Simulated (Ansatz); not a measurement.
Consider the formal exchange of groups at a C–Se bond: `B[Se]C=C` + `[AlH2][S][SiH3]` → `C=C[SiH2][S][AlH2]` + `B[SeH]`.

Gas-phase electronic energies from Ansatz, PBE0-D4/def2-TZVP geometries. CCSD(T)/CBS is the MP2 limit (def2-TZVPP, def2-QZVPP) plus CCSD(T) − MP2 in def2-TZVPP, frozen cores. For Se outer-core shells are correlated without core-valence functions, which leaves a few kJ/mol of doubt a bond. Scalar relativity is left out up to krypton. One conformer a species, not always the lowest.

| level | ΔE (kcal/mol) |
| --- | --- |
| SCS-MP2/def2-TZVPP | -7.8 |
| CCSD(T)/def2-TZVPP | -8.5 |

Q: What does CCSD(T)/CBS give? (An estimate is asked.)

A: Computed: -9.1 kcal/mol. The listed levels differ from it by 1.3, 0.6 kcal/mol.

Largest T1 diagnostic among the species: 0.013.

From PBE to PBE0 (25 % exact exchange), in def2-TZVPP and without D4, ΔE moves by −1.0 kcal/mol. The D4 term adds −1.3 kcal/mol with B3LYP and −0.8 kcal/mol with PBE0; it sums over pairs of atoms, weighted by their polarisabilities, and B3LYP, whose exchange is more repulsive, gets the larger term.

B3LYP here is the variant with VWN-RPA as its local correlation; programs differ in this.
